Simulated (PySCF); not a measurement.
# TDDFT excited states: C6H8N2

Species: C₆H₈N₂.
SMILES with atom numbers: `[CH3:1][CH2:2][c:3]1[n:4][cH:5][cH:6][cH:7][n:8]1` (hydrogens: H9, H10, H11 on C1; H12, H13 on C2; H14 on C5; H15 on C6; H16 on C7)

Method used: PySCF 2.14.0, density-fitted response routines, TDDFT CAM-B3LYP/def2-SVPD, vertical, gas phase, core orbitals frozen in the response. One conformer (not necessarily the lowest) at the GFN2-xTB geometry, without solvent, vibrations or thermal averaging. Torsions of this conformer, `[CH3:1][CH2:2][c:3]1[n:4][cH:5][cH:6][cH:7][n:8]1`: C1–C2–C3–N4 93°.

| state | E (eV) | E (kJ/mol) | λ (nm) | f | \|μ\| (D) | main configurations (H = HOMO, L = LUMO) |
| --- | --- | --- | --- | --- | --- | --- |
| S1 | 4.48 | 432 | 276.6 | 0.0045 | 0.51 | H→L (99%) |
| S2 | 4.92 | 475 | 251.9 | 0.0000 | 0.02 | H→L+1 (98%) |
| S3 | 5.78 | 558 | 214.4 | 0.050 | 1.51 | H-1→L (81%), H-3→L+1 (17%) |
| S4 | 6.03 | 581 | 205.7 | 0.0004 | 0.13 | H-2→L (94%) |
| S5 | 6.37 | 614 | 194.7 | 0.015 | 0.78 | H-2→L+1 (92%) |
| S6 | 6.64 | 641 | 186.7 | 0.149 | 2.43 | H-1→L+1 (80%), H-3→L (13%) |
| S7 | 7.28 | 702 | 170.4 | 0.0006 | 0.15 | H→L+2 (90%) |
| S8 | 7.67 | 740 | 161.6 | 0.544 | 4.32 | H-3→L (75%), H-1→L+1 (13%) |

Triplets, Tamm–Dancoff:

| state | E (eV) | λ (nm) | main configurations (H = HOMO, L = LUMO) |
| --- | --- | --- | --- |
| T1 | 3.97 | 312.3 | H→L (96%) |
| T2 | 4.53 | 273.9 | H-1→L+1 (74%), H-3→L (19%) |
| T3 | 4.63 | 267.7 | H→L+1 (89%) |

The lowest singlet comes at 277 nm (432 kJ/mol) in the ultraviolet; it is very weak; its leading configuration is HOMO→LUMO (99%). The most intense listed level is S8 at 7.67 eV (162 nm, f = 0.544), 3.19 eV above S1. It is the last of those listed, so stronger ones may follow. Löwdin shares by element: HOMO nitrogen 69%, carbon 13% or more (atoms not listed hold the other 18%); LUMO carbon 43% or more, nitrogen 36% (atoms not listed hold the other 21%). The oscillator strengths of these states sum to 0.763; summed over the whole spectrum of an exact calculation they would give the number of electrons, 58 (Thomas–Reiche–Kuhn). The listed states span 3.19 eV, and the widest gap between neighbours is 0.86 eV (S2 to S3). Orbital energies (eV): HOMO-3 -10.50, HOMO-2 -10.03, HOMO-1 -9.25, HOMO -8.68, LUMO -0.06, LUMO+1 0.34, LUMO+2 1.40. Singlets were solved by full linear response, triplets in the Tamm–Dancoff approximation.
